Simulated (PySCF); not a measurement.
These are PySCF with PBE-D3(BJ)/def2-TZVP // PBE0-D3(BJ)/def2-TZVP values and carry that method's errors. Gas-phase values, no solvent. Delta-SCF ions had no search for a lower state. 

Reference species (SMILES): `[BiH3]` (neutral, multiplicity 1).

```yaml
HOMO–LUMO gap: 5.84 eV
LUMO: -0.85 eV
vertical ionisation energy (Delta-SCF): 9.95 eV
```

After one change: the HOMO–LUMO gap falls by 0.96 eV; the LUMO falls by 0.31 eV; the vertical ionisation energy (Delta-SCF) decreases by 0.55 eV.

**Question.** Name the change that produced these shifts. The new species is one of these.
A. `B`
B. `[MgH2]`
C. `[SbH3]`
D. `[LiH]`

**Answer.** B, `[MgH2]`
